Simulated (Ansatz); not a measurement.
Reaction (formal exchange of groups at the Si–C bond): `C[Si](C)([SiH3])Cl` + `[AlH3]` → `C[Si]([AlH2])([SiH3])Cl` + CH₄

Computed with Ansatz on PBE0-D4/def2-TZVP structures; ΔE is electronic, products minus reactants. CBS: MP2 limit from def2 TZ/QZ plus the TZ coupled-cluster correction, frozen cores. This one scheme is used for every species. DFT in def2-TZVPP. B3LYP here is the variant with VWN-RPA as its local correlation; programs differ in this.

```csv
level,ΔE (kcal/mol),difference from CCSD(T)/CBS
PBE-D4,-4.5,-3.5
r2SCAN-D4,-2.0,-1.0
PBE0-D4,-3.2,-2.2
B3LYP-D4,-1.6,-0.6
ωB97X-V,-0.4,0.6
ωB97M-V,0.7,1.7
B2PLYP,-0.9,0.1
PBE,-4.7,-3.7
r2SCAN,-2.1,-1.1
PBE0,-3.3,-2.3
B3LYP,-1.9,-0.9
HF/def2-TZVPP,1.1,2.1
MP2/def2-TZVPP,0.4,1.4
SCS-MP2/def2-TZVPP,0.5,1.5
CCSD/def2-TZVPP,-0.5,0.5
CCSD(T)/def2-TZVPP,-0.9,0.1
HF/def2-QZVPP,1.3,2.3
MP2/def2-QZVPP,0.4,1.4
SCS-MP2/def2-QZVPP,0.5,1.5
HF/CBS(def2),1.3,2.3
MP2/CBS(def2),0.3,1.3
CCSD/CBS(def2),-0.6,0.4
CCSD(T)/CBS,-1.0,0
```

Largest T1 diagnostic among the species: 0.012.

From PBE to PBE0 (25 % exact exchange), in def2-TZVPP and without D4, ΔE moves by +1.3 kcal/mol.
